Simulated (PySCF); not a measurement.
# Computed spin Hamiltonian

C5H7N2O2 (doublet state).
Geometry (GFN2-xTB, Å), atoms numbered from 1 in this order:
```xyz
16
C5H7N2O2 angstrom
C     -2.7521   -0.7530   -0.2738
O     -1.3580   -0.9883   -0.2471
C     -0.6113    0.1087   -0.0348
N     -1.0917    1.3514    0.1518
C     -0.0469    2.1095    0.3245
O      1.1360    1.4532    0.2691
C      0.8043    0.1344    0.0334
C      1.7386   -0.8655   -0.0738
N      3.0981   -0.6279   -0.0746
H     -3.0918   -0.3339    0.6768
H     -3.2180   -1.7203   -0.4503
H     -3.0109   -0.0547   -1.0736
H     -0.0498    3.1640    0.4980
H      1.4033   -1.8702   -0.2584
H      3.3595    0.2836    0.2720
H      3.6832   -1.3821    0.2495
```

The hyperfine couplings belong to this conformer and change with its torsions.

The species is `COc1ncoc1[CH]N` [radical].

Method: UKS B3LYP, pcH-1 on C H N O, non-relativistic, mean-field spin-orbit, GIAO (PySCF 2.14.0). Geometry: GFN2-xTB, one conformer, isolated molecule. The geometry wasn't refined by DFT: couplings that depend on bond lengths, twists or pyramidal angles can differ widely from those at the functional's own minimum. Stability of the SCF solution: not tested. ⟨S²⟩ is 0.773 where a pure state has 0.75.

```json
{
 "g1, g2, g3": "2.00209, 2.00298, 2.00331",
 "g_iso": "2.00279",
 "Form of g": "rhombic: the two nearest values differ by 27 % of g3 − g1",
 "⟨S²⟩": "0.7734 (exact 0.7500)",
 "HOMO–LUMO gap, α and β orbitals": "4.10, 4.75 eV",
 "Total energy": "-454.65903 Eh",
 "Basis functions": "295"
}
```

Hyperfine couplings atom by atom, in mT; T1 to T3 are the principal values of the dipolar part (MHz turned into mT with g_iso):

```json
{"atom": "C1", "isotope": "13C", "a_iso": "-0.05", "T1": "-0.02", "T2": "-0.01", "T3": "0.04", "Mulliken spin population": "0.00"}
{"atom": "O2", "isotope": "17O", "a_iso": "-0.30", "T1": "-0.82", "T2": "0.38", "T3": "0.44", "Mulliken spin population": "0.04"}
{"atom": "C3", "isotope": "13C", "a_iso": "1.25", "T1": "-1.05", "T2": "-1.04", "T3": "2.08", "Mulliken spin population": "0.30"}
{"atom": "N4", "isotope": "14N", "a_iso": "-0.25", "T1": "-0.28", "T2": "0.13", "T3": "0.14", "Mulliken spin population": "-0.11"}
{"atom": "C5", "isotope": "13C", "a_iso": "1.27", "T1": "-1.17", "T2": "-1.10", "T3": "2.27", "Mulliken spin population": "0.34"}
{"atom": "O6", "isotope": "17O", "a_iso": "-0.17", "T1": "-0.53", "T2": "0.23", "T3": "0.30", "Mulliken spin population": "0.03"}
{"atom": "C7", "isotope": "13C", "a_iso": "-1.47", "T1": "-0.85", "T2": "0.34", "T3": "0.51", "Mulliken spin population": "-0.17"}
{"atom": "C8", "isotope": "13C", "a_iso": "1.40", "T1": "-1.51", "T2": "-1.49", "T3": "3.00", "Mulliken spin population": "0.50"}
{"atom": "N9", "isotope": "14N", "a_iso": "0.52", "T1": "-0.28", "T2": "-0.27", "T3": "0.55", "Mulliken spin population": "0.12"}
{"atom": "H10", "isotope": "1H", "a_iso": "0.15", "T1": "-0.06", "T2": "-0.05", "T3": "0.11", "Mulliken spin population": "0.00"}
{"atom": "H11", "isotope": "1H", "a_iso": "-0.03", "T1": "-0.05", "T2": "-0.04", "T3": "0.09", "Mulliken spin population": "0.00"}
{"atom": "H12", "isotope": "1H", "a_iso": "0.15", "T1": "-0.06", "T2": "-0.05", "T3": "0.11", "Mulliken spin population": "0.00"}
{"atom": "H13", "isotope": "1H", "a_iso": "-1.07", "T1": "-0.56", "T2": "0.00", "T3": "0.56", "Mulliken spin population": "-0.02"}
{"atom": "H14", "isotope": "1H", "a_iso": "-1.19", "T1": "-0.67", "T2": "-0.02", "T3": "0.70", "Mulliken spin population": "-0.02"}
{"atom": "H15", "isotope": "1H", "a_iso": "-0.06", "T1": "-0.28", "T2": "-0.14", "T3": "0.41", "Mulliken spin population": "0.00"}
{"atom": "H16", "isotope": "1H", "a_iso": "0.47", "T1": "-0.31", "T2": "-0.15", "T3": "0.45", "Mulliken spin population": "0.00"}
```

The largest Mulliken spin populations are on C8 (+0.50), C5 (+0.34), C3 (+0.30) and C7 (-0.17). Three atoms exceed +0.15.

The SMILES `COc1ncoc1[CH]N` draws the unpaired electron on C8, whose computed spin population is only +0.50.

Axes: g2 points within 4° of the C3–C7 bond and g3 points within 5° of the C5–H13 bond.

Under fast tumbling the dipolar parts average out, and these isotropic splittings remain: 1 × 1H (H14, I = 1/2, 2 lines) with 1.19 mT, 1 × 1H (H13, I = 1/2, 2 lines) with 1.07 mT, 1 × 14N (N9, I = 1, 3 lines) with 0.52 mT, 1 × 14N (N4, I = 1, 3 lines) with 0.25 mT, 2 × 1H (H15/H16, I = 1/2, 3 lines) with 0.20 mT and 3 × 1H (H10/H11/H12, I = 1/2, 4 lines) with 0.09 mT.

Means are taken over nuclei equivalent by connectivity, which assumes that they swap fast. The 1H value of +5.7 MHz is a mean of couplings from -1.8 to 13.2 MHz in this one geometry, not an average over conformers.

The 17O coupling of O2 (-8.3 MHz) shows only in satellite lines or after enrichment, since that isotope makes up about 0.038 % of natural oxygen.

The 13C coupling of C7 (-41.1 MHz) shows only in satellite lines or after enrichment, since that isotope makes up about 1.07 % of natural carbon.
